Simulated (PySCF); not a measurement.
A survey of 17O NMR shifts

Fast rotation and ring inversion assumed for equivalent nuclei, one conformer, no solvent, relativity neglected. GFN2-xTB geometry; shieldings: GIAO PBE0/pcSseg-1; PySCF.

Shieldings were converted by a linear fit to measured shifts: 17O: δ = 266.70 − 0.911σ (rms 10.7 ppm, 155 shifts, 12.2 ppm with the 3 outliers that the fit left out vs liquid water, solution or neat liquid). Occasional misses reach two or three times the rms, and more in compound classes unlike the fitted ones.

Give the 17O shifts of `CC[SiH2]O[Si@@H](N)[SiH2][SiH3]`, `CCC(=O)OCSC`, `C=C[C@@H](C)S(C)(=O)=O`, `C[SiH2][SiH2][Si@](C)(O)[SiH2]N`, `COC[SiH2][SiH2]N([SiH3])[SiH3]`, `C[Si]1(C)OC(=O)C(=O)O1`.

## Answers


```tsv
compound	environment	δ (ppm)
CC[SiH2]O[Si@@H](N)[SiH2][SiH3]	oxygen bonded to 2 Si	0.1
[CH3:1][CH2:2][C:3](=[O:4])[O:5][CH2:6][S:7][CH3:8]	O4: ester carbonyl oxygen	352.5
[CH3:1][CH2:2][C:3](=[O:4])[O:5][CH2:6][S:7][CH3:8]	O5: ester alkoxy oxygen	154.8
[CH2:1]=[CH:2][C@@H:3]([CH3:4])[S:5]([CH3:6])(=[O:7])=[O:8]	O8: S=O oxygen	148.8
[CH2:1]=[CH:2][C@@H:3]([CH3:4])[S:5]([CH3:6])(=[O:7])=[O:8]	O7: S=O oxygen	141.5
C[SiH2][SiH2][Si@](C)(O)[SiH2]N	oxygen bonded to Si, H	-17.3
COC[SiH2][SiH2]N([SiH3])[SiH3]	ether oxygen	-25.9
[CH3:1][Si:2]1([CH3:3])[O:4][C:5](=[O:6])[C:7](=[O:8])[O:9]1	O6/8: carbonyl oxygen (×2)	387.1
[CH3:1][Si:2]1([CH3:3])[O:4][C:5](=[O:6])[C:7](=[O:8])[O:9]1	O4/9: oxygen bonded to C, Si, in a 5-membered ring (×2)	160.9
```
